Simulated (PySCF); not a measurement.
Ge(F)(Cl), ClFGe, SMILES [Cl][Ge][F], singlet at its PBE0/def2-SVP optimised geometry (Å):

```
3

Ge    -0.9620    -0.8650     0.0000
F     -1.2289     0.8650     0.0000
Cl     1.2289    -0.8650     0.0000
```

Computed with PBE0/def2-TZVP (PySCF).

Map of the electron localisation function on the plane z = 1.2 Å:

```
|                           |
|                           |
|                           |
|                           |
|                           |
|                           |
|        ..                 |
|      ..::..               |
|     .::--:.               |
|     .:----:               |
|     .:----.     ....      |
|      .::::.    :---:.     |
|       ....    :=++=-:.    |
|       ....   .=+***+-:.   |
|     ..::.....-+*###*=-.   |
|  .:--===-::.:-*####*+-.   |
|  :+*##**=-:::=*#%%##+-:   |
| .=#%@@%#*+-::-*##%#*+-.   |
| .=%@@@@%#*=:.-+####*+-.   |
|  =%@@@@@%*=..:=*##*+=:.   |
|  :#@@@@@%#-. .-+**+=-.    |
|  .=%@@@@%*:   .-===-.     |
|   .+%@@%#=.    .:::.      |
|    .=*#*+:      ..        |
|      .:::.                |
|                           |
|                           |
```
Scale: ten equal steps from 0.000 (start of ' ') to 0.972 (end of '@'), in the order ' .:-=+*#%@'; x runs from -3.50 to 3.50, y from -3.50 (bottom) to 3.50 (top).
